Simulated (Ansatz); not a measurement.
```yaml
crystal:
  periodic: [false, false, false]
  atoms:
    - {symbol: F, position_ang: [1.941827, 1.463923, 1.295822]}
    - {symbol: C, position_ang: [0.740680, 0.862368, 0.656406]}
    - {symbol: C, position_ang: [0.939128, -0.155029, -0.406579]}
    - {symbol: C, position_ang: [-0.555360, -0.650670, -0.774409]}
    - {symbol: Al, position_ang: [-1.126654, 0.477658, 0.789175]}
    - {symbol: H, position_ang: [1.652245, -0.491232, -0.817335]}
    - {symbol: H, position_ang: [-0.498263, -1.954894, -0.540949]}
    - {symbol: H, position_ang: [-0.816630, -0.474680, -1.662919]}
    - {symbol: H, position_ang: [-2.294920, 1.201283, 1.681635]}
basis:
  gaussian: {orbitals: def2-SVPD, nuclear_model: gaussian}
hamiltonian: {xc: {name: PBE0}}
relax: {f_tol: 0.0001, max_steps: 2}
output: {forces: true}
```

```sh
$ ansatz run in.yaml --threads 2 --pin off --events-out ev --progress --plain --max-ram 4352MiB
```

It prints (some lines left out):

```
Functional definition: PBE0
1193 factors; their error is unknown
mean field evaluation 1: about -12462.9506 eV, gradient 4.9e1 eV
mean field evaluation 2: about -12453.4074 eV, gradient 7.3e1 eV
mean field evaluation 4: about -12469.2083 eV, gradient 7.7e0 eV
mean field evaluation 8: about -12469.4055 eV, gradient 2.6e-1 eV
mean field evaluation 16: about -12469.4056 eV, gradient 5.4e-5 eV
mean field -12469.40561012 eV, -458.2422041054 hartree, gradient 5.4e-5 eV, S^2 0.000000; 0 other end points of the search recorded, 0 dependent functions left out
reference -12469.40565332 eV, -458.2422056927 hartree; 22, 22 occupied and 117, 117 virtual orbitals, 1193 factors
relax step   1: F+E_penalty+E_count = -12469.40561012 eV  Δ(F+E_penalty+E_count) = +0.000e0 eV  max|allowed force component| = 1.412e1 eV/Å  Δτ_max = 0.0000 Å  (28 SCF iters, accepted)
1193 factors; their error is unknown
mean field -12472.38099627 eV, -458.3515475293 hartree, gradient 1.7e-5 eV, S^2 0.000000; 0 other end points of the search recorded, 0 dependent functions left out
reference -12472.38103707 eV, -458.3515490287 hartree; 22, 22 occupied and 117, 117 virtual orbitals, 1193 factors
relax step   2: F+E_penalty+E_count = -12472.38099627 eV  Δ(F+E_penalty+E_count) = -2.975e0 eV  max|allowed force component| = 2.911e0 eV/Å  Δτ_max = 0.1938 Å  (37 SCF iters, accepted)
Error: geometry relaxation did not converge after 2 steps: max|allowed force component| = 2.91e0 eV/Å (threshold 1.0e-4). Raise `relax.max_steps` over both its present limit and 2, loosen `relax.f_tol`, or start from a geometry closer to equilibrium. Where this run's directory can be resumed (`checkpoint.write`), a resume goes on for up to `relax.max_steps` more
```

In this input the relaxation is allowed too few steps for its threshold. The calculation stopped without meeting its thresholds.
